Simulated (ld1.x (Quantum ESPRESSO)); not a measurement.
C: excitation energies, all-electron against PAW

carbon (C), PAW, made with ld1.x (Quantum ESPRESSO) 7.5 (PW91, non-relativistic). Core [He], reference 2s2 2p1 (charge +1). Waves: 2s (bound): rcut 1.30, rcutus 1.40 bohr; 2s channel at 1.25 Ry: rcut 1.30, rcutus 1.40 bohr; 2p (bound): rcut 2.15, rcutus 2.35 bohr; 2p channel at -0.7 Ry: rcut 2.15, rcutus 2.35 bohr; 3d channel at -0.15 Ry: rc 2.15 bohr. Local part: the d channel. Core correction: Bessel-smoothed model core, default radius (core density twice the valence density). Augmentation charge: PSQ, inside the norm-conserving radii.

Energies are relative to the spin-unpolarised reference configuration 2s2 2p1; without spin polarisation the order of configurations can differ from experiment.

**Question.** Give the all-electron excitation energy and the error of the potential for: 2s2 2p2; 2s2 2p0; 2s1 2p0; 2s1 2p3; 2s2 2p1.5; 2s1 2p2; 2s2 2p2.3.

**Answer.**

| valence configuration | charge | ΔE all-electron (eV) | error AE − PS (meV) |
| --- | --- | --- | --- |
| 2s2 2p2 | 0 | -10.932 | -2.6 |
| 2s2 2p0 | +2 | 24.236 | -0.1 |
| 2s1 2p0 | +3 | 72.471 | -9.6 |
| 2s1 2p3 | 0 | -2.481 | -3.0 |
| 2s2 2p1.5 | +0.5 | -6.936 | -0.9 |
| 2s1 2p2 | +1 | 8.720 | -0.5 |
| 2s2 2p2.3 | -0.3 | -12.107 | -3.3 |
